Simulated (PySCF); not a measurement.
Compound: C5H10F2OSi.
Atom-mapped SMILES: `[CH2:1]=[CH:2][CH2:3][C@@H:4]([O:5][SiH3:6])[CH:7]([F:8])[F:9]` (hydrogens: H10, H11 on C1; H12 on C2; H13, H14 on C3; H15 on C4; H16, H17, H18 on Si6; H19 on C7)

Torsions of this conformer, `[CH2:1]=[CH:2][CH2:3][C@@H:4]([O:5][SiH3:6])[CH:7]([F:8])[F:9]`: C1–C2–C3–C4 -121°, C2–C3–C4–O5 -57°, C3–C4–O5–Si6 -161°, C3–C4–C7–F8 61°.

The closed-shell ground state was solved at several levels (PySCF, density fitting, gas phase, non-relativistic). The structure is a single PBE0-D3(BJ)/def2-SVP conformer in the gas phase; no vibrational or solvent corrections.

```
           level  basis functions  HOMO (eV)  LUMO (eV)  gap (eV)  dipole (D)
  PBE0/def2-SVPD              273      -7.69      -0.16      7.53        1.22
wB97X-D/pcSseg-1              210      -9.52       1.82     11.34        1.04
```

**Question.** What might PBE0/pcSseg-1 (210 basis functions) give for the same quantities?

**Answer.** HOMO -7.65 eV, LUMO -0.01 eV, gap 7.64 eV, dipole 1.02 D.

**Question.** Over all these levels, which gives the widest orbital gap and which the narrowest?

**Answer.** wB97X-D/pcSseg-1 (range-separated hybrid) has the widest, 11.34 eV, and PBE0/def2-SVPD (global hybrid, 25 % exact exchange) the narrowest, 7.53 eV. Functional and basis both differ between the two, so the spread mixes both effects.

**Question.** How far do the dipole and the HOMO energy spread over the levels?

**Answer.** The dipole runs from 1.02 to 1.22 D (mean 1.09 D) and the HOMO from -9.52 to -7.65 eV.
